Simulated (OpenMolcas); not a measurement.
## Os4+ in a point-charge field

Os4+ among 5 point charges of -1.5 e arranged as a square pyramid (C4v), 1.89 Å from the ion, with the axial distance 1.739 Å.

| Item | Value |
| --- | --- |
| Program | OpenMolcas |
| Method | SS-CASPT2, IPEA 0.25 Eh, imaginary shift 0.1 Eh (closed shells correlated: 4f 5s 5p) |
| Basis | ANO-RCC-VDZP [7s6p4d2f1g] |
| Scalar Hamiltonian | DKH2, point nucleus |
| Active space | 4 electrons in 5 orbitals (5d) |
| State averaging | 2S+1 = 5 even, 5 roots; 2S+1 = 3 even, 45 roots; 2S+1 = 1 even, 50 roots |
| Spin-orbit coupling | state interaction with AMFI integrals over the reference wave functions |

The lowest spin-free states, above the lowest:

| State | Degeneracy | E (cm-1) | Free-ion L (%) |
| --- | --- | --- | --- |
| 2S+1 = 5 | 1 | 0 | D (100) |
| 2S+1 = 5 | 1 | 10730 | D (100) |
| 2S+1 = 5 | 1 | 15630 | D (100) |
| 2S+1 = 5 | 2 | 17180 | D (100) |
| 2S+1 = 3 | 2 | 17280 | H (49) |
| 2S+1 = 3 | 1 | 17970 | H (56) |
| 2S+1 = 3 | 1 | 18540 | H (69) |
| 2S+1 = 3 | 1 | 19700 | F (54) |
| 2S+1 = 3 | 1 | 20090 | G (47) |
| 2S+1 = 3 | 2 | 20350 | F (39) |
| 2S+1 = 3 | 2 | 23510 | P (45) |
| 2S+1 = 3 | 1 | 24000 | P (43) |
| 2S+1 = 1 | 1 | 24650 | I (67) |
| 2S+1 = 1 | 2 | 25240 | I (70) |
| 2S+1 = 1 | 1 | 25240 | G (43) |
| 2S+1 = 3 | 1 | 25650 | F (57) |
| 2S+1 = 1 | 1 | 26050 | I (86) |
| 2S+1 = 3 | 2 | 27240 | H (50) |
| 2S+1 = 1 | 1 | 27860 | G (62) |
| 2S+1 = 3 | 1 | 28400 | H (75) |

The lowest levels with spin-orbit coupling:

```
E (cm-1)  Degeneracy      2S+1               g
       0           1  5 (72 %)                
    1720           1  5 (87 %)                
    3710           2  5 (89 %)  0.00 0.00 1.91
    4650           1         5                
   11620           1  5 (63 %)                
   13410           1  5 (72 %)                
   13580           2  5 (72 %)  0.00 0.00 4.22
   14150           2  5 (62 %)  0.00 0.00 2.14
   15500           1  5 (65 %)                
   15800           1  5 (78 %)                
   17010           1  3 (54 %)                
   17620           1  3 (59 %)                
   17860           1  3 (64 %)                
   18050           2  3 (67 %)  0.00 0.00 1.35
   18250           1  5 (76 %)                
   18550           2  3 (49 %)  0.00 0.00 0.75
   18590           1  5 (51 %)                
   19890           1  5 (59 %)                
   20540           2  5 (49 %)  0.00 0.00 1.06
   20670           1  3 (47 %)
```

Powder χT (cm3 K/mol): 0.00149 at 2 K, 0.00746 at 10 K, 0.0373 at 50 K, 0.0746 at 100 K, 0.149 at 200 K, 0.224 at 300 K. The effective moment at 300 K is 2.828 √(χT) = 1.34 μB.

Spin-orbit coupling mixes the spin-free states strongly: the lowest level takes only 56 % from its leading state, 2S+1 = 5. Point charges give a weaker field than real ligands, and real ions of this kind are as a rule low spin; the high spin found here belongs to the model. Free-ion shares, where given, are those of the reference states; single-state CASPT2 does not remix them. Point charges carry no covalency, so the field is a model and not that of real ligands. An unlabelled pair can be two single states that coincide in this model. No measured value stands beside these numbers.

A state without a sure symmetry label is named by its multiplicity alone. With an even number of electrons the g values are those of a degenerate or nearly degenerate non-Kramers pair.
